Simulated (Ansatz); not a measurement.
Basis-set series for `OCBF`. Total charge 0; spin multiplicity 1. The structure was optimised at the PBE0-D4/def2-TZVP level. It is one conformer, not always the lowest.

```tsv
atom	x (Å)	y (Å)	z (Å)
O1	-1.245	-0.798	-0.016
C2	0.101	-0.412	0.136
B3	0.364	1.081	-0.235
F4	-0.608	1.870	-0.645
H5	-1.332	-1.721	0.228
H6	0.787	-1.017	-0.484
H7	0.466	-0.550	1.170
H8	1.467	1.548	-0.154
```

| functional | basis | functions | energy (Eh) | HOMO (eV) | LUMO (eV) |
| --- | --- | --- | --- | --- | --- |
| PBE0-D4 | def2-SVP | 76 | -240.02137 | -7.86 | -0.29 |
| PBE0-D4 | def2-TZVPP | 180 | -240.30934 | -8.19 | -0.47 |
| ωB97M-V | def2-SVP | 76 | -240.18912 | -10.31 | 1.84 |
| ωB97M-V | def2-TZVPP | 180 | -240.48539 | -10.64 | 1.49 |

(1) Give the rows for def2-QZVPP. (An estimate is asked.)

## Answers

(1) Ansatz gave: 
```tsv
functional	basis	functions	energy (Eh)	HOMO (eV)	LUMO (eV)
PBE0-D4	def2-QZVPP	348	-240.32311	-8.25	-0.53
ωB97M-V	def2-QZVPP	348	-240.49857	-10.70	1.31
```

Positive LUMOs are unbound and depend on the basis.
